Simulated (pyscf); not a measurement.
PySCF, gas phase, ωB97X-D3(BJ)/def2-SVP geometries. MP2 and CC: frozen core, UHF for open shells. ΔMP2 is the change of the MP2 total energy from the triple- to the quadruple-zeta basis. Singlets are restricted, triplets unrestricted.

Singlet (Å):
```xyz
3

Cl     0.7559    -0.0424    -1.7422
Sn     1.6933     0.7546     0.2827
Cl     0.4818    -0.6354     1.7708
```

Triplet (Å):
```xyz
3

Cl     0.8613     0.0745    -1.9599
Sn     1.5338     0.5952     0.2427
Cl     0.5330    -0.5858     2.0257
```

Task: For these two minima of Cl–Sn:–Cl, which spin state lies lower at CCSD(T)/def2-TZVPP + ΔMP2(QZVPP), and by how much (electronic energies)?

Result: The singlet, by 66.7 kcal/mol. Zero-point energy shifts E(triplet) − E(singlet) by -0.1 kcal/mol. 

E(triplet) − E(singlet) by level (kcal/mol):

```json
[
 {"level": "ωB97X-D3(BJ)/def2-TZVP", "gap": "+67.0"},
 {"level": "PBE/def2-TZVP", "gap": "+64.0"},
 {"level": "r²SCAN/def2-TZVP", "gap": "+61.5"},
 {"level": "B3LYP-D3(BJ)/def2-TZVP", "gap": "+66.1"},
 {"level": "PBE0-D3(BJ)/def2-TZVP", "gap": "+62.7"},
 {"level": "M06-2X/def2-TZVP", "gap": "+57.4"},
 {"level": "ωB97M-D3(BJ)/def2-TZVP", "gap": "+65.5"},
 {"level": "HF/def2-TZVP", "gap": "+48.7"},
 {"level": "MP2/def2-QZVPP", "gap": "+70.2"},
 {"level": "CCSD/def2-TZVPP", "gap": "+63.4"},
 {"level": "CCSD(T)/def2-TZVPP", "gap": "+64.1"},
 {"level": "CCSD(T)/def2-TZVPP + ΔMP2(QZVPP)", "gap": "+66.7"}
]
```

The triplet is the lowest one reached from the SCF start used. The CCSD(T) − MP2 part came from Ansatz, without density fitting, on the same reference. The frozen core leaves the outer d or s,p core shells of the metals and heavy elements correlated in the MP2 and CC values, and def2-TZVPP describes them poorly, which can shift differences by a few kcal/mol. Elements past Kr carry the def2 core potentials, without spin-orbit coupling.
